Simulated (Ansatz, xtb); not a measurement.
Stretching the C2–H6 bond in CH6Sn (SMILES [CH3][SnH3]) (multiplicity 1 held, fragments rigid). Energies count from the point at 1.089 Å.
Geometry at that point (charge 0, multiplicity 1):
```xyz
8

Sn    -0.30086     0.03246    -0.00631
C      1.84448    -0.19897     0.03870
H     -0.97629    -0.97576    -1.21696
H     -0.71003     1.66120    -0.35004
H     -0.97129    -0.39875     1.51123
H      2.09941    -1.23461     0.25727
H      2.26881     0.44304     0.80881
H      2.26563     0.07595    -0.92689
```

R- and RO- levels are restricted; in cc, def2 and unpolarised 6-31G sets they are followed outwards from rest. Active spaces are followed from a long bond inwards. Curves can end on different states.

Correlated levels freeze the cores. Filled d and f shells under p-block atoms count as core.

Codes used: Ansatz (a first-principles code); xtb for the GFN methods.  In def2 rows elements past Kr take small-core potentials, without spin–orbit coupling. The GFN methods have no spin term and hold the electronic entropy of 300 K.

Energies in kcal/mol.

| R (Å) | GFN2-xTB | R-HF/def2-SVP | R-CCSD(T)/def2-SVP | FIC-MRCISD+Q on CASSCF(2,2)/def2-SVP |
|---|---|---|---|---|
| 0.871 | 27.7 | 31.6 | 33.5 | 33.4 |
| 0.980 | 5.0 | 6.3 | 7.3 | 7.3 |
| 1.089 | 0.0 | 0.0 | 0.0 | 0.0 |
| 1.198 | 3.8 | 4.0 | 3.0 | 3.0 |
| 1.306 | 11.9 | 13.5 | 11.3 | 11.4 |
| 1.470 | 27.0 | 32.1 | 28.0 | 28.0 |
| 1.633 | 42.9 | 52.2 | 45.4 | 45.4 |
| 1.905 | 67.2 | 83.6 | 70.6 | 70.5 |
| 2.177 | 86.9 | 110.5 | 88.6 | 88.4 |
| 2.504 | 104.4 | 136.8 | 100.7 | 101.3 |
| 2.940 | 119.2 | 163.6 | 104.6 | 108.9 |
| 3.484 | 128.4 | 187.6 | 100.5 | 111.6 |

Doubts at one or more of the structures used: a restricted determinant that unrestricted orbitals would lower (R-HF/def2-SVP, R-CCSD(T)/def2-SVP); other coupled-cluster roots lie near (R-CCSD(T)/def2-SVP); T1 above 0.05 (R-CCSD(T)/def2-SVP).
